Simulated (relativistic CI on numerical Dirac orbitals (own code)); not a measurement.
# Ligand-field terms of d4

Computed with a parametric ligand-field model of a d^n configuration (Racah B and C, spin-orbit zeta, crystal field), exact diagonalisation.

Field parameters in Wybourne normalisation: D3d B²₀ = −7Dσ, B⁴₀ = −14Dq − 21Dτ, B⁴₃ = −14√(10/7) Dq; D4h B²₀ = −7Ds, B⁴₀ = 21(Dq − Dt), B⁴₄ = 21√(5/14) Dq; Oh B⁴₀ = 21Dq, B⁴₄ = √(5/14) B⁴₀. The field is a parameter set, without covalency.

Problem. A d4 ion in Oh symmetry has the ground term 3T1 and bands at 1T2 7272 cm⁻¹ (1375 nm), 1E 7867 cm⁻¹ (1271 nm), 1A1 16894 cm⁻¹ (592 nm), 3E 29724 cm⁻¹ (336 nm), 3T1 30358 cm⁻¹ (329 nm), 3T2 31004 cm⁻¹ (323 nm), 3A1 31732 cm⁻¹ (315 nm). Which parameters reproduce them?

Solution. B = 520, C = 2480, ζ = 0 cm⁻¹, Oh, 10Dq = 32150 cm⁻¹.

Problem. Ground term and bands for B = 670, C = 3470, ζ = 0 cm⁻¹, D3d, 10Dq = 20100, Dσ = 0, Dτ = -270 cm⁻¹?

Solution. Ground term 5E with 1.00 electrons in the two orbitals of the cubic e set. Spin-allowed: 5A1 17871 cm⁻¹ (560 nm), 5E 19691 cm⁻¹ (508 nm). Lowest spin-forbidden: 3E 405 cm⁻¹, 3A2 2378 cm⁻¹, 1A1 8621 cm⁻¹ (1160 nm).

Problem. Ground term and bands for B = 1000, C = 4660, ζ = 0 cm⁻¹, D3d, 10Dq = 38000, Dσ = 1200, Dτ = -120 cm⁻¹?

Solution. Ground term 3A2 with 0.02 electrons in the two orbitals of the cubic e set. Spin-allowed: 3E 2067 cm⁻¹, 3E 34664 cm⁻¹ (288 nm), 3E 35576 cm⁻¹ (281 nm), 3A1 35628 cm⁻¹ (281 nm). Lowest spin-forbidden: 5E 11098 cm⁻¹ (901 nm), 1E 13903 cm⁻¹ (719 nm), 1A1 15589 cm⁻¹ (641 nm).

Problem. Ground term and bands for B = 680, C = 2600, ζ = 0 cm⁻¹, D4h, 10Dq = 27100, Ds = -1500, Dt = 760 cm⁻¹?

Solution. Ground term 3A2 with 0.02 electrons in the two orbitals of the cubic e set. Spin-allowed: 3E 8045 cm⁻¹ (1243 nm), 3E 20005 cm⁻¹ (500 nm), 3A1 24871 cm⁻¹ (402 nm), 3B1 26208 cm⁻¹ (382 nm). Lowest spin-forbidden: 1B2 7926 cm⁻¹ (1262 nm), 1B1 8842 cm⁻¹ (1131 nm), 5A1 10763 cm⁻¹ (929 nm).

Problem. Ground term and bands for B = 410, C = 1870, ζ = 0 cm⁻¹, Oh, 10Dq = 7250 cm⁻¹?

Solution. Ground term 5E with 1.00 electrons in the two orbitals of the cubic e set. Spin-allowed: 5T2 7250 cm⁻¹ (1379 nm). Lowest spin-forbidden: 3T1 3655 cm⁻¹ (2736 nm), 1T2 8688 cm⁻¹ (1151 nm), 1E 9194 cm⁻¹ (1088 nm).
